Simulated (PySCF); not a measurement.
**Bond length, frequency and bond energy of RbTl by level of theory**

State: ¹Σ⁺ (singlet), closed shell. Set-up: basis Rb def2-SVPD with ECP28, Tl def2-SVPD with ECP60; scalar-relativistic core potentials; PySCF 2.14. De refers to Rb + Tl in their high-spin ground configurations, without counterpoise correction. A positive dipole means Rb(−)Tl(+).

```tsv
Level	Re (Å)	ωe (cm⁻¹)	De (eV)	μ (D)
RHF-MP2	3.909	66.4	0.261	n/a
RHF-SCS-MP2	3.951	63.9	0.269	n/a
RHF-CCSD	3.973	60.4	0.355	n/a
RHF-CCSD(T)	3.991	57.5	0.435	n/a
PBE	3.955	61.7	0.61	-2.24
BLYP	3.979	60.4	0.60	-1.98
TPSS	3.998	60.0	0.62	-3.01
r²SCAN	3.970	63.1	0.388	-3.16
PBE0	3.938	64.7	0.471	-3.17
MN15	3.835	71.4	0.65	-2.12
LC-ωPBE	3.889	71.0	0.194	-5.85
```

Question: Which functional lies closest to RHF-CCSD(T) in De, which farthest, and by how much do they differ from it?

Answer: Closest is PBE0 (-5.3 pm in Re, +12.5 % in ωe, +0.04 eV in De against RHF-CCSD(T) in the same basis), farthest LC-ωPBE (-10.2 pm in Re, +23.5 % in ωe, -0.24 eV in De). CCSD(T) converges more slowly with the basis than the functionals do and binds too weakly in this one, so the order can change at the basis-set limit.

Question: What does the triples do here, going from RHF-CCSD to RHF-CCSD(T)?

Answer: RHF-CCSD(T) less RHF-CCSD: +1.8 pm in Re, -4.8 % in ωe, +0.08 eV in De. Correlation nearly always deepens the well. The bond lengthens, as in strong covalent bonds, where excitations into antibonding orbitals dominate.

Correlated steps freeze 4 core orbitals. Closed-shell solutions of metal pairs were not tested for spin polarisation, which can lower them a little. Correlated levels converge slowly with the basis: in double zeta they bind strong bonds too weakly, by up to about 1 eV, and carry superposition errors of some tenths. These are scalar-relativistic numbers at best; spin–orbit coupling would shift them, the dissociation energy most. Where the molecule has an RHF reference, its open-shell atoms are computed with UHF.

The whole job (state search and all levels along the bond) took about 2.2 min on 1 thread of Intel Xeon Platinum 8375C @ 2.90GHz (shared host), peak memory 0.84 GiB.
